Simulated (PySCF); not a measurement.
B(H)(OH)(NH2) (BH₄NO), SMILES OBN. Coordinates come from a r2SCAN-D4/def2-TZVP optimisation. One conformer was computed; it need not be the lowest.

TDA-LC-ωPBE/def2-SVPD in PySCF 2.14.0 puts the lowest singlet excitations at 7.49, 8.60, 8.87, 9.12, 9.28, 9.35 eV.

**Question.** What are the lowest excitation roots from ADC(2)/aug-cc-pVDZ (PySCF)? (Estimate from the structure and the level; the computed values follow.)

**Answer.** 6.34, 7.19, 7.75, 7.97, 8.32, 8.52 eV. S1 differs by -1.15 eV (second minus first; roots are paired by order, and the bases may differ).
